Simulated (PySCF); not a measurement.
# Sr (strontium, neutral) across methods

[Kr] 5p2, high-spin 3P determinant (an excited configuration). All numbers are calculated (PySCF 2.14, the spin-free X2C one-electron Hamiltonian (Gaussian nucleus), in aug-cc-pwCVTZ-X2C (10s9p7d3f, 93 functions)).

```
 method  E (hartree)  mean ε 4p α (eV)  mean ε 4p β (eV)  mean ε 5p α (eV)  Σ⟨r²⟩ (bohr²)   ⟨S²⟩
    UHF  -3177.21110           -32.301           -32.131            -3.739          100.1  2.000
 r2SCAN     -3179.11           -25.823           -25.771            -2.552          91.43  2.000
wB97M-V     -3178.86           -29.701           -29.597            -3.655          96.47  2.000
wB97X-V     -3178.87           -29.865           -29.781            -3.877          94.89  2.000
    PBE     -3178.74           -25.130           -25.036            -2.533          90.74  2.000
LC-wPBE     -3178.76           -30.287           -30.205            -4.074          94.25  2.000
   PBE0     -3178.81           -27.193           -27.081            -2.926          92.02  2.000
```

Problem. Estimate the same row for LDA.

Solution. E (hartree) = -3174.95; mean ε 4p α (eV) = -25.237; mean ε 4p β (eV) = -25.138; mean ε 5p α (eV) = -2.510; Σ⟨r²⟩ (bohr²) = 90.46; ⟨S²⟩ = 2.000.
